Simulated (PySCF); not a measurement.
How methods differ on the excitation energy of Os

Os [Xe] 4f14 5d6 6s2 (5D) → Os [Xe] 4f14 5d8 (3F), as a difference of total energies. Computed with PySCF 2.14 in aug-cc-pVDZ-PP with ECP60MDF (5s5p4d2f, 54 functions), with a scalar-relativistic core potential. Correlated levels: valence: 5s2 5p6 frozen. The calculations carry no spin-orbit coupling.

```tsv
method	excitation energy (eV)
UHF	4.018
LDA	2.984
PBE	2.845
PBE0	2.932
r2SCAN	3.388
r2SCANh	3.372
M06-L	3.236
MN15	3.101
LC-wPBE	2.807
MP2 (valence)	3.318
SCS-MP2 (valence)	3.102
```

**Question.** How much does correlation contribute at MP2 (valence)?

**Answer.** 3.318 − (4.018) = -0.700 eV, measured against UHF.
